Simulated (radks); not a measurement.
Q: Spherical quantum dot in the effective-mass picture: electrons in a parabolic well V = omega^2 r^2 / 2 with omega = 2.33, all in effective atomic units (hartree* = m*/eps^2 hartree, bohr* = eps/m* bohr), one dielectric constant everywhere. Calculated with a radial shooting solver with Libxc functionals: non-relativistic Kohn-Sham, LDA (Slater exchange, Perdew-Wang correlation), spin-polarised, spherical densities. Levels are named by radial order and angular momentum (1s, 1p, 1d, 2s, ...), and open shells are averaged over m. Results are scaled to m* = 0.042 and eps = 15.4, for which hartree* = 4.819 meV and bohr* = 19.4 nm. At N = 8 the configuration is 1s2 1p6. Does electron 9 go into 1d up or 2s up?

A: Into 1d up. The total energies of the other choices lie higher by 1.14 meV (2s up).
